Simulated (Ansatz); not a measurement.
Geometry optimisation, RKS PBE0/def2-SVP (Ansatz).

Input:

```yaml
crystal:
  periodic: [false, false, false]
  atoms:
    - { symbol: O, position_ang: [0.00148, -0.79801, -1.87658] }
    - { symbol: B, position_ang: [-0.1603, -0.32391, -0.64969] }
    - { symbol: B, position_ang: [0.15084, 0.35052, 0.63983] }
    - { symbol: O, position_ang: [0.00465, 0.78445, 1.88373] }
    - { symbol: H, position_ang: [0.82484, -0.64709, -2.35252] }
    - { symbol: H, position_ang: [1.09656, 0.96053, 0.95983] }
basis:
  gaussian: { orbitals: def2-SVP }
hamiltonian:
  xc: pbe0
relax:
  f_tol: 0.02
  max_steps: 50
output:
  orbitals: {}
```

Launched with:

```bash
$ ansatz run input.yaml --threads 1 --pin off --max-ram 2048MiB --backend cpu --events-out ev --progress --plain --runs-dir out
```

Question: Where does it end, and by what steps?

Answer: It converged. After 13 steps the energy has fallen by 2.375 eV; H6 moved furthest, 0.74 Å.

```json
{"step": "0", "energy less start (eV)": "0.0000", "largest force component (eV/Å)": "4.878", "accepted": "yes"}
{"step": "1", "energy less start (eV)": "-0.4228", "largest force component (eV/Å)": "3.031", "accepted": "yes"}
{"step": "2", "energy less start (eV)": "-1.2671", "largest force component (eV/Å)": "2.129", "accepted": "yes"}
{"step": "3", "energy less start (eV)": "-1.8463", "largest force component (eV/Å)": "2.388", "accepted": "yes"}
{"step": "4", "energy less start (eV)": "-2.1701", "largest force component (eV/Å)": "2.559", "accepted": "yes"}
{"step": "5", "energy less start (eV)": "-2.1531", "largest force component (eV/Å)": "2.989", "accepted": "no"}
{"step": "6", "energy less start (eV)": "-2.2920", "largest force component (eV/Å)": "1.384", "accepted": "yes"}
{"step": "7", "energy less start (eV)": "-2.3508", "largest force component (eV/Å)": "0.450", "accepted": "yes"}
{"step": "8", "energy less start (eV)": "-2.3642", "largest force component (eV/Å)": "0.351", "accepted": "yes"}
{"step": "9", "energy less start (eV)": "-2.3672", "largest force component (eV/Å)": "0.366", "accepted": "yes"}
{"step": "10", "energy less start (eV)": "-2.3715", "largest force component (eV/Å)": "0.135", "accepted": "yes"}
{"step": "11", "energy less start (eV)": "-2.3729", "largest force component (eV/Å)": "0.077", "accepted": "yes"}
{"step": "12", "energy less start (eV)": "-2.3736", "largest force component (eV/Å)": "0.132", "accepted": "yes"}
{"step": "13", "energy less start (eV)": "-2.3750", "largest force component (eV/Å)": "0.019", "accepted": "yes"}
```

```xyz
6
Properties=species:S:1:pos:R:3
O 0.101 -0.717 -1.778
B -0.234 -0.363 -0.584
B 0.144 0.448 0.876
O -0.270 0.738 2.008
H 0.941 -0.493 -2.195
H 1.237 0.714 0.277
```

Run time: 25 s on 1 thread of Arm Neoverse V1, on a shared host, peak memory 0.12 GiB.
